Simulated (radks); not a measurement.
These are the eigenvalues of the occupied orbitals of an atom or ion with whole-number occupations (eV). All-electron calculation, non-relativistic Kohn-Sham, exchange-only LDA, spin-unpolarised, spherical densities, point nucleus. Program: a radial shooting solver on a logarithmic mesh with Libxc functionals.

1s: -444.8332
2s: -66.1500

Which element is it, and in what charge state? The configuration may be excited.

Answer. Z = 7, nitrogen, charge +3: N3+ in [He] 2s2. The 1s level, -16.347 hartree, gives Z - s = 5.7 by -(Z - s)^2/2, which with screening narrows Z to a few neighbours, and the depths must fix Z and the occupations together.
